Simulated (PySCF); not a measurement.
# Bond curve of AlSn

Set-up: PySCF, scalar-relativistic core potentials, basis sets Al def2-SVPD, Sn def2-SVPD with ECP28. Energies in eV from Al + Sn in their ground configurations at the same level. All curves are PBE0. state 1: ⁴Σ⁻ (quartet), unpaired electrons σ ↑, π ↑↑; state 2: Ms = 0.5 determinant of mixed spin (⟨S²⟩ near 1.8), unpaired electrons σ ↓, π ↑↑, a second solution, started from another occupation; state 3: Ms = 0.5 determinant of mixed spin (⟨S²⟩ near 1.8), unpaired electrons σ ↑, π ↑↓, a mixture of terms (⟨Lz²⟩ = 2.0), a second solution, started from another occupation; state 4: doublet, unpaired electrons σ ↑, a mixture of terms (⟨Lz²⟩ = 2.0), a second solution, started from another occupation.

```tsv
R (Å)	state 1	state 2	state 3	state 4
2.293	-1.619	-1.376	-1.274	-0.621
2.399	-1.968	-1.718	-1.624	-0.991
2.506	-2.157	-1.896	-1.811	-1.196
2.586	-2.223	-1.952	-1.875	-1.269
2.666	-2.240	-1.960	-1.889	-1.293
2.746	-2.222	-1.930	-1.866	-1.278
2.853	-2.156	-1.851	-1.795	-1.215
2.986	-2.031	-1.710	-1.663	-1.094
3.146	-1.846	-1.511	-1.472	-0.922
3.359	-1.578	-1.236	-1.198	-0.697
```

Q: Put a parabola through the three lowest points of the state 1 curve and estimate Re, k and ωe (reduced mass 22.03 u; 1 eV/Å² = 0.16022 mdyn/Å; ωe = 1302.8·√(k/μ) cm⁻¹).

A: Through R = 2.586, 2.666, 2.746 Å the second-order coefficient is 2.73 eV/Å², so Re ≈ 2.665 Å, k ≈ 0.876 mdyn/Å and ωe ≈ 260 cm⁻¹. A polynomial fit of higher order to the unrounded PBE0 energies gives Re = 2.661 Å, k = 0.919 mdyn/Å, ωe = 266 cm⁻¹; anharmonicity and rounding make the difference.

The higher-order fit for each curve: state 1: Re = 2.661 Å, ωe = 266 cm⁻¹, De = 2.24 eV; state 2: Re = 2.639 Å, ωe = 279 cm⁻¹, minimum 1.96 eV below the ground-state fragments; state 3: Re = 2.653 Å, ωe = 272 cm⁻¹, minimum 1.89 eV below the ground-state fragments; state 4: Re = 2.671 Å, ωe = 268 cm⁻¹, minimum 1.29 eV below the ground-state fragments.

⟨S²⟩ of the unrestricted solution departs from its pure value on part of the curve, where spin states mix. These are scalar-relativistic numbers at best; spin–orbit coupling would shift them, the dissociation energy most. The state was picked by a PBE0 search and need not be the measured ground state.
